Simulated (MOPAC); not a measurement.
MOPAC input (AM1):

```
AM1 FORCE THERMO(298,298) PRECISE LET GEO-OK AUX(PRECISION=9) THREADS=1
CaCl2

Ca    0.00000000 1   -0.00000000 1   -0.00000000 1
Cl   -0.00000000 1   -0.00000000 1    2.48136931 1
Cl    0.00000000 1    0.00000000 1   -2.48136931 1
```

Output:

```
 *******************************************************************************
 **                                                                           **
 **                              MOPAC v23.2.5                                **
 **                                                                           **
 *******************************************************************************
 ** MOPAC's Digital Object Identifier: https://doi.org/10.5281/zenodo.6511958 **
 **                                                                           **
 ** Please cite the open-source release paper for use of this MOPAC version:  **
 ** J. E. Moussa and J. J. P. Stewart (2026)                                  **
 ** MOPAC: An open-source semiempirical molecular orbital program             **
 ** J. Open Source Softw., 11(119), 8025, https://doi.org/10.21105/joss.08025 **
 *******************************************************************************

                              AM1 CALCULATION RESULTS

 *******************************************************************************
 *  AM1        - The AM1 Hamiltonian to be used
 *  GEO-OK     - OVERRIDE INTERATOMIC DISTANCE AND OTHER SAFETY CHECKS
 *  LET        - OVERRIDE SOME SAFETY CHECKS
 *  PRECISE    - TIGHTER CRITERIA TO BE USED
 *  FORCE      - FORCE CALCULATION SPECIFIED
 *  AUX        - OUTPUT AUXILIARY INFORMATION
 *  THERMO     - THERMODYNAMIC QUANTITIES TO BE CALCULATED
 *******************************************************************************
AM1 FORCE THERMO(298,298) PRECISE LET GEO-OK AUX(PRECISION=9) THREADS=1
 CaCl2

   ATOM   CHEMICAL          X               Y               Z
  NUMBER   SYMBOL      (ANGSTROMS)     (ANGSTROMS)     (ANGSTROMS)

     1      Ca          0.00000000  *  -0.00000000  *  -0.00000000  *
     2      Cl         -0.00000000  *  -0.00000000  *   2.48136931  *
     3      Cl          0.00000000  *   0.00000000  *  -2.48136931  *

          CARTESIAN COORDINATES

    NO.       ATOM           X           Y           Z

     1        Ca          0.0000     -0.0000     -0.0000
     2        Cl         -0.0000     -0.0000      2.4814
     3        Cl          0.0000      0.0000     -2.4814

 Cl: (AM1): M.J.S. DEWAR AND E. G. ZOEBISCH, THEOCHEM, 180, 1 (1988).
 Ca: (AM1): J. J. P. STEWART, J. MOL. MOD., 10, 155-164 (2004)

           Empirical Formula: Ca Cl2  =     3 atoms

      MOLECULAR POINT GROUP   :   D*h

      RHF CALCULATION, NO. OF DOUBLY OCCUPIED LEVELS = 8

          HEAT OF FORMATION =    -109.165247 KCALS/MOLE

          CARTESIAN COORDINATE DERIVATIVES

   NUMBER  ATOM         X            Y            Z

     1      Ca     -0.000000     0.000000     0.000000
     2      Cl      0.014303     0.000000     0.000000
     3      Cl     -0.014303     0.000000     0.000000

 DIPOLE           X         Y         Z       TOTAL
 POINT-CHG.    -0.000    -0.000     0.000     0.000
 HYBRID         0.000     0.000     0.000     0.000
 SUM           -0.000     0.000     0.000     0.000

          GRADIENT NORM =   0.02023

          MOLECULAR WEIGHT =  110.99

          ROTATIONAL CONSTANTS IN CM(-1)

          A =    0.00000000   B =    0.03861275   C =    0.03861275

           PRINCIPAL MOMENTS OF INERTIA IN UNITS OF 10**(-40)*GRAM-CM**2

          A =        0.0000   B =      724.9614   C =      724.9614

          ORIENTATION OF MOLECULE IN FORCE CALCULATION

    NO.       ATOM         X         Y         Z

     1         Ca       0.0000   -0.0000    0.0000
     2         Cl       2.4814   -0.0000    0.0000
     3         Cl      -2.4814    0.0000   -0.0000

    FIRST DERIVATIVES WILL BE USED IN THE CALCULATION OF SECOND DERIVATIVES

    FOR POINT-GROUP D*h  THERE ARE 120 UNIQUE SYMMETRY FUNCTIONS.


(To convert to Hartree/Bohr^2, multiply by (10^(-21) x N x a0^2)/(4.184 x 627.51) =  0.0642)

           FORCE MATRIX IN MILLIDYNES/ANGSTROM

                 Ca  1      Cl  2      Cl  3
 ------------------------------------------
    Ca    1   3.413556
    Cl    2   1.706906   1.746615
    Cl    3   1.706777   0.044239   1.746615

          HEAT OF FORMATION =    -109.165247 KCALS/MOLE

          ZERO POINT ENERGY       1.270 KCAL/MOL

           NORMAL COORDINATE ANALYSIS (Total motion = 1 Angstrom)

   Root No.       1         2         3         4

                 1 Piu     1 Piu     1 Sig     1 Siu

                  60.1      60.1     292.4     475.6

           1   -0.0000   -0.0000   -0.0000    0.4694
           2    0.4694   -0.0016   -0.0000    0.0000
           3    0.0016    0.4694   -0.0000    0.0000
           4    0.0000    0.0000    0.5000   -0.2653
           5   -0.2653    0.0009    0.0000   -0.0000
           6   -0.0009   -0.2653    0.0000   -0.0000
           7   -0.0000    0.0000   -0.5000   -0.2653
           8   -0.2653    0.0009    0.0000   -0.0000
           9   -0.0009   -0.2653   -0.0000   -0.0000

           MASS-WEIGHTED COORDINATE ANALYSIS (NORMAL COORDINATES)

   Root No.       1         2         3         4

                 1 Piu     1 Piu     1 Sig     1 Siu

                  60.1      60.1     292.4     475.6

           1   -0.0000   -0.0000   -0.0000    0.7993
           2    0.7993   -0.0027   -0.0000    0.0000
           3    0.0027    0.7993   -0.0000    0.0000
           4    0.0000    0.0000    0.7071   -0.4249
           5   -0.4249    0.0014    0.0000   -0.0000
           6   -0.0014   -0.4249    0.0000   -0.0000
           7   -0.0000    0.0000   -0.7071   -0.4249
           8   -0.4249    0.0014    0.0000   -0.0000
           9   -0.0014   -0.4249   -0.0000   -0.0000

          DESCRIPTION OF VIBRATIONS

 VIBRATION          2    1Piu        ATOM PAIR     ENERGY CONTRIBUTION    RADIAL
 FREQUENCY            60.14         Ca1 -- Cl2         +50.0% ( 82.0%)      0.0%
 TRANSITION DIPOLE   3.6445         Ca1 -- Cl3         +50.0% ( 82.0%)      0.0%
 TRAVEL (Ang.)       0.2450
 REDUCED MASS       18.6708
 EFFECTIVE MASS     38.3763
 FORCE CONSTANT      0.0398

 VIBRATION          3    1Sig        ATOM PAIR     ENERGY CONTRIBUTION    RADIAL
 FREQUENCY           292.43         Ca1 -- Cl2         +50.0% ( 69.9%)    100.0%
 TRANSITION DIPOLE   0.0000         Ca1 -- Cl3         +50.0% ( 69.9%)    100.0%
 TRAVEL (Ang.)       0.1141
 REDUCED MASS       17.7265
 EFFECTIVE MASS     35.4530
 FORCE CONSTANT      0.8931

 VIBRATION          4    1Siu        ATOM PAIR     ENERGY CONTRIBUTION    RADIAL
 FREQUENCY           475.62         Ca1 -- Cl3         +50.0% ( 84.0%)    100.0%
 TRANSITION DIPOLE   5.6228         Ca1 -- Cl2         +50.0% ( 84.0%)    100.0%
 TRAVEL (Ang.)       0.0871
 REDUCED MASS       18.6708
 EFFECTIVE MASS     38.3763
 FORCE CONSTANT      2.4885

      SYMMETRY NUMBER FOR POINT-GROUP D*h =  2

          SYSTEM IS A GROUND STATE

 CaCl2

          MOLECULE IS LINEAR

          THERE ARE  4 GENUINE VIBRATIONS IN THIS SYSTEM
          THIS THERMODYNAMICS CALCULATION IS LIMITED TO
          MOLECULES WHICH HAVE NO INTERNAL ROTATIONS

                    CALCULATED THERMODYNAMIC PROPERTIES
                                          *
   TEMP. (K)   PARTITION FUNCTION   H.O.F.    ENTHALPY  HEAT CAPACITY ENTROPY
                                   KCAL/MOL   CAL/MOLE    CAL/K/MOL  CAL/K/MOL

 298.00  VIB.     0.2315D+02                  1442.2651     6.9378    11.0833
         ROT.     0.2682D+04                   592.1869     1.9872    17.6748
         INT.     0.6208D+05                  2034.4520     8.9250    28.7581
         TRA.     0.1130D+28                  1480.4672     4.9680    40.0265
         TOT.                     -109.165    3514.9191    13.8930    68.7846

   *: NOTE: HEATS OF FORMATION ARE RELATIVE TO THE
            ELEMENTS IN THEIR STANDARD STATE AT 298K
              (=  Standard Enthalpy of Formation).

            Hvib:  Zero-point energy is not included.
                   frequencies of less than zero cm-1 are not included.
            Hrot = (3/2)RT
            Htra = (3/2)RT + pV = (5/2)RT

            Heat capacity is Cp, not Cv

          For more information, see: HTTP://OpenMOPAC.net/Manual/thermochemistry.html

           FORCE CONSTANT IN CARTESIAN COORDINATES (Millidynes/A)

    ATOM   CHEMICAL       X               Y               Z
   NUMBER   SYMBOL  FORCE CONSTANT  FORCE CONSTANT  FORCE CONSTANT

      1      Ca        3.412811        0.054573        0.054573
      2      Cl        1.746315        0.013789        0.013789
      3      Cl        1.746315        0.013789        0.013789

 **********************
 *                    *
 * JOB ENDED NORMALLY *
 *                    *
 **********************

 == MOPAC DONE ==
```
